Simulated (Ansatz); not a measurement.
Reaction (substitution at a C–B bond): `CBS` + `[NH2][Sn][OH]` → `C[O][Sn][NH2]` + `BS`

Isolated molecules relaxed with PBE0-D4/def2-TZVP in Ansatz; ΔE leaves out vibrations. CBS: MP2 limit from def2 TZ/QZ plus the TZ coupled-cluster correction, frozen cores. This one scheme is used for every species. DFT in def2-TZVPP. B3LYP here is the variant with VWN-RPA as its local correlation; programs differ in this. HSE06 is defined as in plane-wave codes. Elements past krypton have def2 core potentials. For Sn outer-core shells are correlated without core-valence functions, which leaves a few kJ/mol of doubt a bond. One conformer a species, not always the lowest.

```
             level  ΔE (kcal/mol)  difference from CCSD(T)/CBS
       LDA (SPW92)           24.8                          0.2
            PBE-D4           24.1                         -0.5
         revPBE-D4           23.5                         -1.1
           BLYP-D4           22.1                         -2.5
         r2SCAN-D4           24.8                          0.2
            B97M-V           25.1                          0.5
           PBE0-D4           24.8                          0.2
          B3LYP-D4           22.9                         -1.7
        r2SCANh-D4           25.0                          0.4
        r2SCAN0-D4           25.2                          0.6
          HSE06-D4           24.8                          0.2
          BHLYP-D4           23.1                         -1.5
      CAM-B3LYP-D4           23.3                         -1.3
           ωB97M-V           24.6                          0.0
            B2PLYP           23.9                         -0.7
          PBE-QIDH           25.4                          0.8
            revPBE           24.6                          0.0
              BLYP           23.0                         -1.6
            r2SCAN           24.9                          0.3
              PBE0           25.2                          0.6
           r2SCANh           25.1                          0.5
           r2SCAN0           25.4                          0.8
             HSE06           25.2                          0.6
             BHLYP           23.8                         -0.8
         CAM-B3LYP           23.7                         -0.9
           LC-ωPBE           25.6                          1.0
       HF/def2-SVP           20.0                         -4.6
      MP2/def2-SVP           22.3                         -2.3
     CCSD/def2-SVP           20.5                         -4.1
  CCSD(T)/def2-SVP           20.1                         -4.5
     HF/def2-TZVPP           22.6                         -2.0
    MP2/def2-TZVPP           25.3                          0.7
   CCSD/def2-TZVPP           23.9                         -0.7
CCSD(T)/def2-TZVPP           23.7                         -0.9
     HF/def2-QZVPP           22.6                         -2.0
    MP2/def2-QZVPP           25.8                          1.2
SCS-MP2/def2-QZVPP           24.3                         -0.3
      HF/CBS(def2)           22.6                         -2.0
     MP2/CBS(def2)           26.1                          1.5
    CCSD/CBS(def2)           24.7                          0.1
       CCSD(T)/CBS           24.6                            0
```

Largest T1 diagnostic among the species: 0.017.

Leaving LDA and LC-ωPBE aside and taking each functional with its dispersion term where it has one, the values spread over 3.3 kcal/mol, from BLYP-D4 to PBE-QIDH. At CCSD(T), def2-SVP lies −4.4 kcal/mol from the extrapolated value and def2-TZVPP −0.8 kcal/mol.
